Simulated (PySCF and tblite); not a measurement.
Results of a calculation; reference values are marked as such.
System: C₄H₄BClF₂, numbered as in [CH2:1]=[CH:2]/[CH:3]=[C:4](\[Cl:5])[B:6]([F:7])[F:8].

Geometries: GFN2-xTB; energies: PBE0/pcSseg-1 + D3(BJ), IEF-PCM methanol; zero-point and thermal terms from GFN2-xTB harmonic modes (soft modes blended into free rotors). Rate constants are transition-state-theory values, counting equivalent paths, without tunnelling. (PySCF 2.14 with density fitting, tblite 0.8.)

**Question.** What barrier does the rotation about the B6–C4 bond (torsion F7–B6–C4–C3 from -180° to 0°, rising) meet, and how fast is it at 298 K?

**Answer.** The electronic barrier is 7.3 kcal/mol and ΔG‡(298 K) 7.5 kcal/mol, over a Cs saddle with an imaginary mode of 55i cm⁻¹ (GFN2-xTB). With 2 equivalent paths, k is 3.7×10⁷ s⁻¹, a mean lifetime of the start of 27 ns against this motion.
